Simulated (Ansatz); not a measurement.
`[NH2][Ga]([NH2])[F]` + GeH₄ → `[NH2][Ga]([F])[GeH3]` + NH₃ at 600 K and 1 bar (formal exchange of groups at a Ga–N bond).

Gas-phase electronic energies from Ansatz, PBE0-D4/def2-TZVP geometries. CCSD(T)/CBS adds triple-zeta CCSD(T) − MP2 to the extrapolated MP2 energy (def2 sets, frozen cores). This one scheme is used for every species. For Ga, Ge outer-core shells are correlated without core-valence functions, which leaves a few kJ/mol of doubt a bond. Scalar relativity is left out up to krypton. Each species was taken in one conformer, which may not be the lowest.

```tsv
species	CCSD(T)/CBS energy (Eh)	H − E (kJ/mol)	S (J/(mol·K))
`[NH2][Ga]([NH2])[F]`	-2135.64030	194.4	410.6
GeH₄	-2078.49493	105.8	256.4
`[NH2][Ga]([F])[GeH3]`	-4157.63173	197.6	474.8
NH₃	-56.50880	112.4	219.5
```

H − E and S are ideal-gas, rigid-rotor, harmonic terms from PBE0-D4/def2-TZVP, for one conformer and one mirror image of each species. 1 Eh = 2625.50 kJ/mol, R = 8.31446 J/(mol·K).

Question: By hand: ΔE, ΔH, ΔS and ΔG.

Answer: ΔE = (-4157.63173) + (-56.50880) − (-2135.64030) − (-2078.49493) = -0.00530 Eh = -13.9 kJ/mol. Δ(H − E) = 197.6 + 112.4 − 194.4 − 105.8 = 9.8, so ΔH = -4.1 kJ/mol. ΔS = 474.8 + 219.5 − 410.6 − 256.4 = 27.3 J/(mol·K). ΔG = -4.1 − 600 × (27.3)/1000 = -20.5 kJ/mol.

Question: By hand: the equilibrium constant, and the temperature at which ΔG would vanish if ΔH and ΔS stayed fixed.

Answer: log₁₀ K = −ΔG/(RT ln 10) = 1.8. ΔH and −TΔS have one sign here, so there is no such temperature. One of them is within its doubt of zero, so this could turn.

TΔS isn't small against ΔH here. A doubt of 5 kJ/mol in ΔE shifts log₁₀ K by 0.4 here. Other conformers and mirror images would add mixing entropy, several J/(mol·K) or more a flexible species. Modes under 60 cm⁻¹, often nearly free rotors, make the harmonic entropy too high. These are equilibria of isolated gas molecules and say nothing of rates. Largest T1 diagnostic: 0.013 (customary marks: 0.02 for closed shells, 0.045 for open ones).
